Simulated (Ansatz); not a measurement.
CH3Cl3Si, triplet, at the geometry of the source list (a higher spin typed on purpose: for a closed-shell molecule this is an excited state). Base run: Ansatz (a first-principles code) with B3LYP/STO-3G.

Here is a job for Ansatz.
Ansatz 0.2 input:
```yaml
crystal:
  periodic: [false, false, false]
  atoms:
    - {symbol: C, position_ang: [-1.04170000, -0.20300000, 0.03620000]}
    - {symbol: Si, position_ang: [0.82190000, 0.16020000, -0.02860000]}
    - {symbol: Cl, position_ang: [1.70540000, -1.00140000, -1.42920000]}
    - {symbol: Cl, position_ang: [1.13270000, 2.10330000, -0.49670000]}
    - {symbol: Cl, position_ang: [1.66510000, -0.22430000, 1.76940000]}
    - {symbol: H, position_ang: [-1.23160000, -1.24300000, 0.28650000]}
    - {symbol: H, position_ang: [-1.53670000, 0.41110000, 0.78330000]}
    - {symbol: H, position_ang: [-1.51520000, -0.00290000, -0.92090000]}
basis:
  gaussian:
    orbitals: STO-3G
hamiltonian:
  xc: b3lyp
magnetization: {spin_polarized: true, initial_magnetization: 2}
```

Each row names what was changed in the base input (with any setting that the change needs).

```tsv
change	E (Eh)	SCF-reference <S^2>	core-seconds (rough)
base	-1690.99858	2.002	10
functional = pbe	-1690.20440	2.001	10
functional = pbe; dispersion = d4	-1690.21490	2.001	10
functional = PBE0-DH	-1690.36584	2.009	20
functional = SVWN5	-1684.89768	2.000	5
functional = B2PLYP	-1690.28243	2.008	30
functional = wB97X	-1691.00468	2.008	20
functional = BHLYP	-1691.03124	2.009	7
functional = B97M-V	-1690.87339	2.001	40
functional = B2GP-PLYP	-1690.08288	2.005	20
functional = hf	-1688.34770	2.003	6
functional = cam_b3lyp	-1690.91418	2.006	6
functional = wB97X-V	-1690.80457	2.008	20
```

Absolute energies of different levels of theory aren't comparable as measures of quality.
